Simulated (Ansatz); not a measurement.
Relaxed structures of BSiHF2, singlet (PBE0-D4/def2-TZVP; forces vanish, vibrations not checked; lower isomers may exist, and structures with a doubtful reference or unclear bonds are left out; Å). Program: Ansatz 0.2.0. Basis: def2-TZVPP. Cores are frozen in the correlated methods.

(1) Rank them by CCSD(T) energy, lowest first, and give each one's height above the lowest. Links in brackets join atoms within 1.22 times the sum of their covalent radii (1.1 for two metals). (To be estimated.)
A.
BSiHF₂ ([BH][Si]([F])[F])
```
5
angstrom
B -0.6553 1.0992 -0.0473
Si 0.3257 -0.5409 -0.0734
F -0.3894 -1.8558 0.4576
F 1.7940 -0.5511 0.5316
H -1.0751 1.8485 -0.8685
```
B.
BSiHF₂ ([F][B][SiH][F])
```
5
angstrom
B -0.2777 -0.5341 0.7511
Si 1.3365 -0.6555 -0.3959
F -1.5318 -0.6064 0.9139
F 2.1229 0.7535 -0.2445
H 2.0824 -1.6233 0.4862
```
C.
BSiHF₂ ([F][BH][Si][F])
```
5
angstrom
B -0.0004 0.5927 -0.4503
Si 0.8944 -0.4890 1.1185
F -0.2567 -1.6333 1.1876
F 0.4449 0.4741 -1.6931
H -0.9074 1.3768 -0.2925
```

T1 diagnostic: at most 0.021. The restricted Hartree–Fock reference is unstable towards an unrestricted one at one or more of these structures. A large double-excitation amplitude points to some diradical character; no triplet was computed.

## Answers

(1) Computed: C (0.000 eV), B (0.483 eV), A (0.809 eV). Heights count from the lowest.

For scale, one of the runs: CCSD(T)/def2-TZVPP, 149 basis functions, launched by `ansatz run in.yaml --threads 2 --pin off --events-out ev --progress --plain --max-ram 4352MiB`. The run took 15 s on 2 CPU threads of an Intel Xeon Platinum 8488C (shared host), with 0.99 GiB of host memory at its peak.
